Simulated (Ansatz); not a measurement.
Reaction (cleavage of the Al–B bond): `C[B]([AlH2])[GeH3]` + `C1N[SiH2]1` → `[AlH2][N]1C[SiH2]1` + `C[BH][GeH3]`

Isolated molecules relaxed with PBE0-D4/def2-TZVP in Ansatz; ΔE leaves out vibrations. CCSD(T)/CBS is the MP2 limit (def2-TZVPP, def2-QZVPP) plus CCSD(T) − MP2 in def2-TZVPP, frozen cores. DFT in def2-TZVPP. B3LYP here is the variant with VWN-RPA as its local correlation; programs differ in this. For Ge outer-core shells are correlated without core-valence functions, which leaves a few kJ/mol of doubt a bond. Scalar relativity is left out up to krypton.

```json
{"level": "PBE-D4", "ΔE (kJ/mol)": "-125.2", "difference from CCSD(T)/CBS": "17.4"}
{"level": "r2SCAN-D4", "ΔE (kJ/mol)": "-140.2", "difference from CCSD(T)/CBS": "2.4"}
{"level": "PBE0-D4", "ΔE (kJ/mol)": "-130.9", "difference from CCSD(T)/CBS": "11.7"}
{"level": "B3LYP-D4", "ΔE (kJ/mol)": "-144.9", "difference from CCSD(T)/CBS": "-2.3"}
{"level": "ωB97X-V", "ΔE (kJ/mol)": "-141.7", "difference from CCSD(T)/CBS": "0.9"}
{"level": "ωB97M-V", "ΔE (kJ/mol)": "-145.1", "difference from CCSD(T)/CBS": "-2.5"}
{"level": "B2PLYP", "ΔE (kJ/mol)": "-149.6", "difference from CCSD(T)/CBS": "-7.0"}
{"level": "PBE", "ΔE (kJ/mol)": "-125.0", "difference from CCSD(T)/CBS": "17.6"}
{"level": "r2SCAN", "ΔE (kJ/mol)": "-140.3", "difference from CCSD(T)/CBS": "2.3"}
{"level": "PBE0", "ΔE (kJ/mol)": "-130.8", "difference from CCSD(T)/CBS": "11.8"}
{"level": "B3LYP", "ΔE (kJ/mol)": "-144.6", "difference from CCSD(T)/CBS": "-2.0"}
{"level": "HF/def2-TZVPP", "ΔE (kJ/mol)": "-158.4", "difference from CCSD(T)/CBS": "-15.8"}
{"level": "MP2/def2-TZVPP", "ΔE (kJ/mol)": "-154.5", "difference from CCSD(T)/CBS": "-11.9"}
{"level": "SCS-MP2/def2-TZVPP", "ΔE (kJ/mol)": "-154.8", "difference from CCSD(T)/CBS": "-12.2"}
{"level": "CCSD/def2-TZVPP", "ΔE (kJ/mol)": "-145.5", "difference from CCSD(T)/CBS": "-2.9"}
{"level": "CCSD(T)/def2-TZVPP", "ΔE (kJ/mol)": "-143.9", "difference from CCSD(T)/CBS": "-1.3"}
{"level": "HF/def2-QZVPP", "ΔE (kJ/mol)": "-159.7", "difference from CCSD(T)/CBS": "-17.1"}
{"level": "MP2/def2-QZVPP", "ΔE (kJ/mol)": "-154.3", "difference from CCSD(T)/CBS": "-11.7"}
{"level": "SCS-MP2/def2-QZVPP", "ΔE (kJ/mol)": "-154.5", "difference from CCSD(T)/CBS": "-11.9"}
{"level": "HF/CBS(def2)", "ΔE (kJ/mol)": "-159.9", "difference from CCSD(T)/CBS": "-17.3"}
{"level": "MP2/CBS(def2)", "ΔE (kJ/mol)": "-153.3", "difference from CCSD(T)/CBS": "-10.7"}
{"level": "CCSD/CBS(def2)", "ΔE (kJ/mol)": "-144.3", "difference from CCSD(T)/CBS": "-1.7"}
{"level": "CCSD(T)/CBS", "ΔE (kJ/mol)": "-142.6", "difference from CCSD(T)/CBS": "0"}
```

Largest T1 diagnostic among the species: 0.013.

From PBE to PBE0 (25 % exact exchange), in def2-TZVPP and without D4, ΔE moves by −5.8 kJ/mol. In def2-TZVPP, CCSD(T) changes the Hartree–Fock value by +14.6 kJ/mol (the triples alone add +1.7 kJ/mol) and MP2 by +3.9 kJ/mol.
